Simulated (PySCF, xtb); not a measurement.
HfOCl, SMILES [Cl][Hf]=[O] (connectivity only; charge and spin as stated), neutral, multiplicity 2.

Harmonic wavenumbers (cm⁻¹) from GFN2-xTB (xtb) at its own minimum, in rising order: 82, 287, 762.

### Question
What does PBE-D3(BJ)/def2-TZVP (PySCF 2.14.0) give at its own minimum? (An estimate is asked for; the answer gives what the named calculation found.)

### Answer
167, 359, 918. Paired by order, the mean absolute difference is 104 cm⁻¹ and the zero-point energies are 1.6 and 2.1 kcal/mol.
